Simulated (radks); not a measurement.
Problem. Isoelectronic series with 19 electrons, all held in the configuration [Ar] 4s1, which need not be the ground one along the series. Calculated with a radial shooting solver on a logarithmic mesh with Libxc functionals: Dirac Kohn-Sham, PBE, spin-unpolarised, spherical densities, finite nucleus; Fermi nuclear charge, rms radius of each element as measured or else 0.836 A^(1/3) + 0.57 fm. Total energies (hartree) and mean radii <r> (bohr):

ion    E (hartree)  4s1/2   3p3/2
K       -602.08908  5.007   1.438
Sc2+    -763.21626  2.947   1.140
V4+     -944.78385  2.240  0.9507
Mn6+   -1146.83503  1.836  0.8183
Co8+   -1369.46190  1.566  0.7194
Ga12+  -1876.93586  1.218  0.5807
As14+  -2162.07734  1.098  0.5299
Br16+  -2468.38009  1.000  0.4874

Estimate the row of Cu10+.

Solution. E (hartree) -1612.78274; 4s1/2 1.369; 3p3/2 0.6425.
